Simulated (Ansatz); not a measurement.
Cr (SMILES [Cr]), septet; B97M-V/cc-pVTZ (Ansatz, an electronic-structure program).

Input for Ansatz:
Ansatz 0.2 input:
```yaml
crystal:
  periodic: [false, false, false]
  atoms:
    - {symbol: Cr, position_ang: [0.00000000, 0.00000000, 0.00000000]}
basis:
  gaussian:
    orbitals: cc-pVTZ
hamiltonian:
  xc: {name: B97M-V}
magnetization: {spin_polarized: true, initial_magnetization: 6}
```

The log (banner, timings and long lists left out):

```
Functional definition: B97M-V
496 factors; their error is unknown
mean field evaluation 1: about -28407.9641 eV, gradient 5.0e1 eV
mean field evaluation 2: about -28285.5807 eV, gradient 1.5e2 eV
mean field evaluation 4: about -28414.1640 eV, gradient 1.1e1 eV
mean field evaluation 8: about -28414.5751 eV, gradient 3.1e-2 eV
mean field -28414.57506009 eV, -1044.2163733676 hartree, gradient 1.6e-5 eV, S^2 12.000250; 0 other end points of the search recorded, 0 dependent functions left out
reference -28414.57510775 eV, -1044.2163751189 hartree; 15, 9 occupied and 53, 59 virtual orbitals, 496 factors
Total energy: -28414.57510775 eV, -1044.2163751189 hartree
```
